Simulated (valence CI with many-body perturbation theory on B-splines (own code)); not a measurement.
**Questions on Pr¹⁰⁺**

Level of theory: configuration interaction combined with many-body perturbation theory (CI+MBPT): three valence electrons over a frozen Dirac-Fock core [Kr] 4d10, a basis of 8 s, 8 p, 9 d, 9 f, 6 g, 3 h, 2 i functions for each j, with the one-electron correlation potential Σ1 (screened to all orders), the two-electron term Σ2, the three-electron term Σ3, Breit, model QED; selected single and double excitations, second order for the rest, scaled by the run's own slope (own B-spline code, finite nucleus).

No measured spectrum was set against this ion. As an estimate, levels hold to about 250 cm⁻¹ or 0.2 % of their energy and the worst to 1 %, as in measured heavy ions of charge 2 to 7; those with d or f electrons hold less well. Core correlation moves these levels by up to 41000 cm⁻¹, and in measured spectra 5 to 20 % of such shifts remained as error; rates that hang on mixing are uncertain with them.

Names give the largest LS component (configuration and term), which can be under half, so a name can repeat, a term be missing and a line seem to break the LS rules; names also repeat where a configuration has a term twice.

Rates and lifetimes use the calculated energies. Strong lines usually hold to 10 to 20 %, long lifetimes can be off by a factor of two.

(1) What is the ground level?

(2) Where does the other parity begin?

(3) What are the static dipole polarisabilities of the lowest levels?

(4) How well does LS coupling describe the low levels?

(5) How is the term 2P° of the ground level split?

(6) What is the ionisation energy?

(7) Name the longest-lived excited levels whose lifetime is computed, and their main decay.

Results:

(1) 5s2.5p 2P°_1/2, composition 98 % 5s2.5p 2P°, g = 0.665.

(2) At 4f.5s.5p 4G_5/2, 142560 cm⁻¹.

(3) 5s2.5p 2P°_1/2 2.12; 4f.5s2 2F°_5/2 2.15 (tensor 0.032); 4f.5s2 2F°_7/2 2.15 (tensor 0.040); 5s2.5p 2P°_3/2 2.23 (tensor 0.13) bohr³, of which the core gives 0.364.

(4) Among the lowest 20 levels the leading LS term, summed over configurations, holds 79 % on average. For single configurations the figures are 78 % in LS and 77 % in jj coupling. Terms mix most in the J = 5/2 level at 151340 cm⁻¹, where the leading one holds 42 %.

(5) J = 1/2 at 0, J = 3/2 at 39128 cm⁻¹.

(6) 163.05 eV; NIST lists 162 ± 2.4 eV (theoretical).

(7) 4f.5s2 2F°_5/2 at 4022 cm⁻¹ lives 54000 s, mostly by E2 to 5s2.5p 2P°_1/2; 4f2.5s 4H_13/2 at 175350 cm⁻¹ lives 3.65 s, mostly by M1 to 4f2.5s 4H_11/2; 4f2.5s 4H_11/2 at 173380 cm⁻¹ lives 2.77 s, mostly by M1 to 4f2.5s 4H_9/2.
